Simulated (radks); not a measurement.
Results of a calculation; reference values are marked as such.
Rh I, 45 electrons, occupied as [Kr] 4d8 5s0.5 5p0.5 (fractional occupations, a model configuration). Level of theory: Dirac Kohn-Sham, PBEsol, spin-unpolarised, spherical densities, finite nucleus; open shells are shared between the two j in proportion to 2j + 1; Fermi nuclear charge, rms radius 4.4945 fm (a radial shooting solver on a logarithmic mesh with Libxc functionals).

Normalised radial functions P(r) = r R(r) (large component), r in bohr:

```
   r/bohr * 4p3/2, o 5s1/2 (the largest magnitude, 1.04, reaches the edge; | marks zero, & curves that meet)
 0.001301                             &
 0.001778                             &
 0.002409                             *o
 0.003292                             *o
 0.004461                             *o
 0.006094                             *o
  0.00826                             |*o
  0.01128                             |*o
  0.01529                             | &
  0.02089                             | o*
  0.02831                             |o   *
  0.03837                             o      *
  0.05242                            o|        *
  0.07105                           o |         *
  0.09706                          o  |       *
   0.1315                           o |  *
   0.1797                       *     |o
   0.2436               *             |   o
   0.3327               *             |   o
    0.451                          *  o
   0.6161                       o     |              *
   0.8349                      o      |                          *
    1.141                            o|                         *
    1.546                             |       o       *
    2.112                             |      *       o
    2.862                             | *             o
     3.91                             *           o
      5.3                             *      o
     7.24                             *  o
    9.812                             *o
     13.4                             &
    18.17                             &
```

4p3/2: eigenvalue -50.066 eV, 2 radial nodes at r = 0.149, 0.477 bohr, <r> = 1.09 bohr, 90 % of the charge inside 1.62 bohr. 5s1/2: eigenvalue -4.960 eV, 4 radial nodes at r = 0.0411, 0.164, 0.452, 1.19 bohr, <r> = 3.23 bohr, 90 % of the charge inside 4.90 bohr.
